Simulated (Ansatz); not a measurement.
Cartesian coordinates in Å:
```
Ge 0.102 0.263 0.530
Se 0.332 -1.339 -1.184
H -1.339 0.275 1.063
H 1.076 -0.188 1.625
H 0.481 1.658 0.013
H -0.651 -0.669 -2.046
```

The species carries charge 0 and has multiplicity 1.

Task: List the PBE/def2-TZVPP orbital energies in eV (Ansatz 0.2.0). (An estimate is asked.)

Result: Computed: Occupied: -12302.24, -10804.91, -1562.23, -1403.01, -1402.99, -1402.92, -1338.27, -1191.70, -1191.67, -1191.67, -205.22, -162.85, -150.56, -150.48, -150.26, -114.34, -114.26, -114.25, -53.68, -53.66, -53.49, -53.43, -53.40, -30.14, -30.11, -30.10, -30.03, -30.03, -17.53, -13.72, -9.77, -8.74, -8.50, -7.73, -5.80. Lowest empty: -1.20, -0.71, 0.25, 0.47, 0.62, 3.31, 3.71, 3.80.
